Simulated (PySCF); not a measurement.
A species of formula C4H5BO2 has this rotational fingerprint, computed with PBE0-D3(BJ)/def2-SVP geometry optimisation, gas phase (PySCF 2.14.0):

| Item | Value |
| --- | --- |
| Rotational constants | A = 5612, B = 1747, C = 1332 MHz |
| Dipole components | \|μa\| = 1.26 D, \|μb\| = 0.49 D, \|μc\| = 0.01 D |
| Inertial defect | -0.02 u·Å² |
| κ | -0.81 |

Problem. Which candidate fits, each taken in the one conformer that was computed?
A. `[CH2:1]=[CH:2][C:3]#[C:4][B:5]([OH:6])[OH:7]` with C4–B5–O6–H 180°, C4–B5–O7–H 180°
B. `[CH:1]#[C:2]/[CH:3]=[CH:4]\[B:5]([OH:6])[OH:7]` with C4–B5–O6–H 180°, C4–B5–O7–H 0°

Solution. B. It is C#C/C=C\B(O)O, an asymmetric top. The candidates at the same level (rigid rotor, commonest isotopes):

```json
{"SMILES": "C#C/C=C\\B(O)O", "A (MHz)": "5612", "B (MHz)": "1747", "C (MHz)": "1332", "μa (D)": "1.26", "μb (D)": "0.49", "μc (D)": "0.01", "Δ (u·Å²)": "-0.02", "point group": "–", "rotor": "asymmetric top"}
{"SMILES": "C=CC#CB(O)O", "A (MHz)": "8258", "B (MHz)": "1040", "C (MHz)": "932.2", "μa (D)": "2.07", "μb (D)": "0.30", "μc (D)": "0.15", "Δ (u·Å²)": "-5.21", "point group": "C1", "rotor": "near-prolate asymmetric top"}
```

`C=CC#CB(O)O` has A 47 % too high. No structure here is proved a minimum.
